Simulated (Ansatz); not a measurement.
Task: Name a neutral molecule of C, O, S and H with size of the dipole moment (B3LYP/def2-TZVPP) between 3.80 and 4.10 D and HOMO–LUMO gap (ωB97M-V/def2-TZVPP) between 10.90 and 11.20 eV (Ansatz, PBE0-D4/def2-TZVP geometry).

Result: `CCCS(=O)CCC` (3.99 D, 10.96 eV). Other molecules can fit too; these were computed, each in one conformer that needn't be the lowest.

B3LYP here is the variant with VWN-RPA as its local correlation; programs differ in this.
